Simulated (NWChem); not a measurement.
CdNH$_{3}$; SMILES [NH2][CdH]

Program: NWChem. All runs use the structure optimised with PBE0/def2-SVP. def2 effective core potentials on Cd; no spin-orbit coupling. Ions are spin-unrestricted doublets at the neutral geometry; other ion states weren't tried.

Problem. Among these, which level gives the highest value of “vertical ionisation energy, ΔSCF (eV)”?
(A) PBE/def2-SVP
(B) M06-2X/def2-SVP
(C) B3LYP/def2-SVP
(D) LDA (Slater exchange, VWN5)/def2-SVP

Solution. D, LDA (Slater exchange, VWN5)/def2-SVP. Values: M06-2X/def2-SVP 8.76; B3LYP/def2-SVP 8.80; PBE/def2-SVP 8.82; LDA (Slater exchange, VWN5)/def2-SVP 9.15
